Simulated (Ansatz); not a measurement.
`BC#C[O][AlH2]`, charge 0, multiplicity 1.

Task: Give a relaxed structure at PBE0-D4/def2-TZVP (Ansatz 0.2.0). (Estimate.)

Result: Computed: 
```xyz
9

B    -1.256    2.312   -0.249
C    -0.623    1.037    0.175
C    -0.105   -0.008    0.521
O     0.430   -1.095    0.910
Al    1.304   -2.316    0.036
H    -1.184    2.677   -1.387
H    -1.846    2.988    0.544
H     1.787   -3.489    0.959
H     1.494   -2.106   -1.509
```
Point group Cs.
This is one stationary point; other conformers may exist.
